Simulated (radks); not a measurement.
Q: Al5+, 8 electrons, occupied as [He] 2s2 2p4. Method: non-relativistic Kohn-Sham, r2SCAN, spin-polarised, spherical densities, point nucleus; open shells are filled with parallel spins first; meta-GGA in the generalised Kohn-Sham scheme; computed with a radial shooting solver on a logarithmic mesh with Libxc functionals. Some entries of the table are withheld. Estimate them.

| orbital | occ. | eigenvalue (eV) | <1/r> (bohr^-1) | <r> (bohr) |
|---|---|---|---|---|
| 1s up | 1 | -1647.602 | 12.58 | (1) |
| 1s down | 1 | -1643.146 | 12.61 | (2) |
| 2s up | 1 | -218.6878 | 2.517 | 0.5818 |
| 2s down | 1 | -210.2145 | 2.469 | 0.5904 |
| 2p up | 3 | (3) | 2.421 | 0.5342 |
| 2p down | 1 | (4) | 2.377 | 0.5467 |

A: 
(1) 1s up <r> (bohr): 0.1205
(2) 1s down <r> (bohr): 0.1201
(3) 2p up eigenvalue (eV): -181.5691
(4) 2p down eigenvalue (eV): -171.5357
